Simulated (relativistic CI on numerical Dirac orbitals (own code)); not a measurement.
**Sensitivity of the levels of Xe29+ to α and to the nuclear radius**

These numbers are calculated, not measured: Dirac-Coulomb-Breit CI, KLI orbitals optimised for each configuration, derivatives by finite differences, unscaled Slater integrals, QED left out (own radial code, finite nucleus).

Configuration list (outside the closed core [Ne]): 3s2.3p6.3d7, 3s2.3p5.3d8, 3s2.3p4.3d9, 3s.3p6.3d8, 3p6.3d9, 3s.3p5.3d9, 3s2.3p6.3d6.4s, 3s2.3p6.3d6.4p. Levels of other configurations are missing.

With x = (α/α₀)² − 1 an excitation energy changes as ω = ω₀ + qx; K = 2q/ω₀ is the relative enhancement. Terms are leading LS components, so labels can repeat. The field-shift factor is F = δν/δ⟨r²⟩ for the transition from the lowest level.

Lowest level 3s2.3p6.3d7 4F_9/2.

```
               Level  ω₀ (cm⁻¹)  q (cm⁻¹)        K  F (GHz/fm²)
  3s2.3p6.3d7 2P_3/2      64522    -398.4  -0.0124      -0.0795
  3s2.3p6.3d7 2D_5/2      81676     25540    0.625        0.311
  3s2.3p6.3d7 4F_7/2      97695    110600     2.26         1.05
  3s2.3p6.3d7 4F_3/2     144546    118000     1.63         1.16
  3s2.3p6.3d7 2G_9/2     147651     96650     1.31         1.04
  3s2.3p6.3d7 4P_5/2     153770    117400     1.53         1.22
  3s2.3p6.3d7 4P_1/2     170092    107900     1.27         1.01
 3s2.3p6.3d7 2H_11/2     189778    101600     1.07         1.22
  3s2.3p6.3d7 2G_7/2     204118    125900     1.23         1.33
  3s2.3p6.3d7 2D_5/2     248401    199900     1.61         1.96
  3s2.3p6.3d7 2F_5/2     254695     98270    0.772          1.2
  3s2.3p6.3d7 4P_3/2     254855    213200     1.67         2.07
  3s2.3p6.3d7 2P_1/2     285580    220900     1.55         2.04
  3s2.3p6.3d7 2H_9/2     290928    213900     1.47         2.26
  3s2.3p6.3d7 2F_7/2     323618    192700     1.19         2.04
  3s2.3p6.3d7 2D_3/2     324796    154000    0.949         1.75
  3s2.3p6.3d7 2D_3/2     423970    282500     1.33          2.9
  3s2.3p6.3d7 2D_5/2     440020    209400    0.952         2.46
3s2.3p5.3d8 4G°_11/2    1856362    151200    0.163         6.05
 3s2.3p5.3d8 2F°_7/2    1923407    158900    0.165         5.37
 3s2.3p5.3d8 2D°_5/2    1923719    152900    0.159         5.45
 3s2.3p5.3d8 4F°_9/2    1967986    181500    0.184         6.27
 3s2.3p5.3d8 4G°_9/2    2018891    234900    0.233         6.24
```

At this charge energies of transitions that change n are usually good to better than 1 %, and those within a shell (Δn = 0) to a few per cent. Terms inside the open d or f shell come out 10 to 20 % too wide with unscaled integrals.
